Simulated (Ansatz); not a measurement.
Ideal-gas functions of FH4ISi2, SMILES `F[SiH]([SiH3])I` at 400 K and 1 bar, from an Ansatz frequency run at PBE0-D4/def2-TZVP.

Molar mass 206.11 g/mol, point group C1 (symmetry number 1), electronic degeneracy 1, moments of inertia 142.157, 474.975, 584.74 u Å². Harmonic wavenumbers (cm⁻¹, unscaled): 86, 102, 173, 193, 339, 442, 505, 522, 737, 802, 859, 895, 930, 934, 2221, 2237, 2238, 2246.

Use S(trans) = R[1.5 ln M + 2.5 ln T − 1.1517]; rotational temperatures θ = 24.2544 K / I; S(rot) = R[ln(√π/σ · √(T³/θAθBθC)) + 1.5]; for each mode x = 1.438777 ν̃/T, S = R[x/(eˣ − 1) − ln(1 − e⁻ˣ)] and H = RT x/(eˣ − 1); 1 cm⁻¹ = 0.0119627 kJ/mol; R = 8.31446 J/(mol·K).

Q: By hand: the entropy, in J/(mol·K).

A: Translation 181.4. Rotation: θ = 0.1706, 0.0511, 0.0415 K, giving 124.9. Vibration, mode by mode: 18.10, 16.70, 12.39, 11.51, 7.16, 5.28, 4.41, 4.20, 2.28, 1.90, 1.61, 1.45, 1.31, 1.30, 0.03, 0.02, 0.02, 0.02, in all 89.7. Electronic 0.0. Sum 396.0 J/(mol·K).

Q: By hand: H − E and G − E in kJ/mol, counted from the electronic energy.

A: Zero-point energy ½ × 16461 × 0.0119627 = 98.5; thermal vibration 18.7; translation, rotation and pV give 4 RT = 13.3. H − E = 130.5 kJ/mol, and G − E = 130.5 − 400 × 396.0/1000 = -27.9 kJ/mol.

Vibration gives 23 % of the entropy, 34.8 J/(mol·K) of it from the modes under 150 cm⁻¹: soft modes count most, and the harmonic formula is weakest for them. The sum counts one conformer and one mirror image; others add a mixing term.
